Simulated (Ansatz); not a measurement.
Conformers of `C=CCOB(O)O`, each relaxed with PBE0-D4/def2-TZVP in Ansatz. CBS adds the triple-zeta coupled-cluster correction to the MP2 limit.

Not all of them had a frequency check.

Conformer A:

Z-matrix (Å, degrees):
```
C
C 1 1.489
O 1 1.420 2 109.5
H 1 1.095 2 110.3 3 -120.6
H 1 1.096 2 110.2 3 120.6
C 2 1.324 1 124.1 3 127.3
H 2 1.088 1 115.6 3 -53.8
B 3 1.362 1 121.2 2 152.8
H 6 1.084 2 121.7 1 177.8
H 6 1.086 2 121.3 1 -1.9
O 8 1.368 3 119.4 1 179.3
O 8 1.366 3 120.9 1 -0.8
H 11 0.960 8 111.8 3 -0.2
H 12 0.960 8 111.8 3 -179.2
```

Conformer B:

```xyz
14

C     1.541    1.698    1.297
C     0.512    1.016    0.818
C     0.498   -0.466    0.658
O     0.261   -0.845   -0.692
B    -1.006   -0.932   -1.183
O    -2.084   -0.673   -0.385
O    -1.200   -1.285   -2.490
H     1.505    2.774    1.421
H     2.461    1.200    1.589
H    -0.401    1.530    0.528
H     1.466   -0.887    0.940
H    -0.272   -0.905    1.302
H    -2.912   -0.787   -0.856
H    -0.370   -1.438   -2.947
```

(1) Which is lowest in electronic energy at CCSD(T)/CBS (frozen core, def2 sets), and by how much? (Best estimate.)

(2) Give the energies relative to B (kJ/mol) with B3LYP-D4/def2-TZVPP, PBE0/def2-TZVPP, CCSD/def2-TZVPP, CCSD(T)/def2-TZVPP, SCS-MP2/def2-QZVPP, HF/CBS(def2), CCSD/CBS(def2). (Estimate.)

## Answers

(1) Ansatz gave: B; A lies 1.6 kJ/mol higher. Gaps under about 2 kJ/mol don't settle the order.

(2) Ansatz gave: 
| level | A |
| --- | --- |
| B3LYP-D4/def2-TZVPP | 1.9 |
| PBE0/def2-TZVPP | 0.5 |
| CCSD/def2-TZVPP | 1.4 |
| CCSD(T)/def2-TZVPP | 1.9 |
| SCS-MP2/def2-QZVPP | 1.5 |
| HF/CBS(def2) | -0.6 |
| CCSD/CBS(def2) | 1.1 |

B3LYP here is the variant with VWN-RPA as its local correlation; programs differ in this.
